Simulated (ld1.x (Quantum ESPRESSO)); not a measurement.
**antimony (Sb): from the effect back to the setting (RRKJ)**

Base potential:

antimony (Sb), norm-conserving RRKJ (Kleinman–Bylander form), made with ld1.x (Quantum ESPRESSO) 7.5 (PBEsol, scalar-relativistic). Core [Kr], reference 4d10 5s2 5p3. Waves: 5p (bound): rc 1.85 bohr; 4d (bound): rc 1.65 bohr; 5s (bound): rc 1.75 bohr. Local part: the s channel. Core correction: a·sin(br)/r model core inside 1.50 bohr. rho0 = 0.001.

Cutoffs, loose and tight: the cutoffs (Ry, on a coarse ladder) from which the occupation-weighted sum of valence levels, in a spherical-Bessel basis at the reference potential, stays within 10 and 1 mRy of its value at 400 Ry. They do not see the model core or the augmentation charge, which bear on the density cutoff. Test errors are all-electron minus pseudo excitation energies from the reference, over the configurations 4d10 5s2 5p2; 4d10 5s2 5p1; 4d10 5s2 5p0; 4d10 5s2 5p2.5; 4d9 5s2 5p3; 4d10 5s1 5p0; 4d10 5s2 5p3.3; variants that change the core or the reference have their own tests.

Only the scale of all radii but the core radius (base = 1) is moved (4 further runs of the sweep failed or gave no value and are left out):

```tsv
scale of all radii but the core radius (base = 1)	cutoff, loose	cutoff, tight	bound ghosts	largest test error (meV)
0.86	90 Ry	120 Ry	p	-111
1.01	60 Ry	90 Ry	none	-189
1.09	55 Ry	80 Ry	none	-141
1.41	40 Ry	55 Ry	none	+495
```

**Question.** One more run gave cutoff, loose: 80 Ry; cutoff, tight: 100 Ry; bound ghosts: p; largest test error (meV): -171. Which value of the scale of all radii but the core radius (base = 1) was used?

**Answer.** 0.92. The loose cutoff moves one way along this sweep, from 90 Ry at 0.86 to 40 Ry at 1.41, which places the run between 0.86 and 1.01.
